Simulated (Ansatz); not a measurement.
```yaml
crystal:
  periodic: [false, false, false]
  atoms:
    - {symbol: F, position_ang: [0.648489, -0.825441, 1.979703]}
    - {symbol: Si, position_ang: [0.419984, -0.657505, 0.404278]}
    - {symbol: F, position_ang: [1.105874, -1.930357, -0.282594]}
    - {symbol: Si, position_ang: [-1.889703, -0.739388, -0.022888]}
    - {symbol: Si, position_ang: [1.556920, 1.272112, -0.308308]}
    - {symbol: H, position_ang: [-2.546400, 0.413079, 0.649192]}
    - {symbol: H, position_ang: [-2.113674, -0.634193, -1.489138]}
    - {symbol: H, position_ang: [-2.470822, -2.010559, 0.482098]}
    - {symbol: H, position_ang: [0.962316, 2.458499, 0.362544]}
    - {symbol: H, position_ang: [3.002420, 1.181176, 0.024626]}
    - {symbol: H, position_ang: [1.389999, 1.415576, -1.778915]}
basis:
  gaussian: {orbitals: cc-pVTZ-DK}
magnetization: {spin_polarized: true, initial_magnetization: 1}
hamiltonian: {xc: {name: wB97X}}
output: {forces: true}
```

```sh
$ ansatz run in.yaml --threads 4 --pin off --events-out ev --progress --plain --max-ram 10444MiB
```

It prints (some lines left out):

```
Error: a molecule whose nuclei and cores have a total charge of 66 cannot have a net charge of 0 together with 1 unpaired electrons
```

In this input the number of unpaired electrons doesn't fit the electron count. The input was rejected before any iteration.
